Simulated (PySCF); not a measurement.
Compound: 4-bromobenzoic acid, C7H5BrO2.
Z-matrix (Å and degrees, PBE0-D3(BJ)/def2-SVP geometry), rows numbered from 1:
```
O 
C   1  1.2053
O   2  1.3398  1  122.59
C   2  1.4846  1  124.42  3  -179.86
C   4  1.3984  2  117.99  1    -0.66
C   5  1.3891  4  120.57  2  -179.94
C   6  1.3962  5  119.00  4    -0.04
Br  7  1.8837  6  119.44  5  -179.97
C   7  1.3955  6  121.17  5     0.00
C   9  1.3908  7  119.32  6     0.03
H   3  0.9690  2  106.34  1     0.06
H   5  1.0919  4  118.42  2     0.03
H   6  1.0910  5  120.85  4   179.96
H   9  1.0910  7  120.02  6  -179.96
H  10  1.0910  4  119.62  2    -0.05
```

Computed with PySCF at wB97X-D/def2-SVPD, non-relativistic, on one gas-phase PBE0-D3(BJ)/def2-SVP geometry that isn't relaxed in the solvent. The solvent is an IEF-PCM continuum (van der Waals radii × 1.2), and excitations are vertical TDDFT with non-equilibrium linear response and a frozen core. The model holds no explicit solvent molecules, cavitation or dispersion. Spin–orbit coupling is left out although an atom past zinc is present.

```tsv
run	E − E(gas) (kcal/mol)	HOMO (eV)	HOMO–LUMO gap (eV)	dipole (D)	lowest singlet (eV)	static polarisability (au)
gas	0.00	-9.20	9.01	1.50	5.09	112.1
P	-3.34	-9.17	9.02	1.72	5.06	130.1
Q	-5.25	-9.16	9.03	1.86	5.06	142.3
```

Question: The runs were made in benzene and chloroform. Which run belongs to which solvent?

Answer: P = benzene, Q = chloroform. The dielectric constants are 2.271 (benzene), 4.711 (chloroform), and the energy falls further as ε rises. The optical constants n² used for the excitations are 2.25, 2.09 in the same order. In this model the ground state sees the solvent through ε alone.

Question: How constant is the ratio of the lowering to (ε − 1)/(2ε + 1)?

Answer: 
```tsv
solvent	(ε − 1)/(2ε + 1)	E − E(gas) (kcal/mol)	ratio (kcal/mol)	polarisation term (kcal/mol)
benzene	0.229	-3.34	-14.6	-3.52
chloroform	0.356	-5.25	-14.7	-5.70
```

The ratio changes by +1.3 % in size from benzene to chloroform. The polarisation term is half the interaction of the solute with the induced surface charges.

Note: wB97X-D ran without an empirical dispersion term, which enters the total energy and its gradient alone.
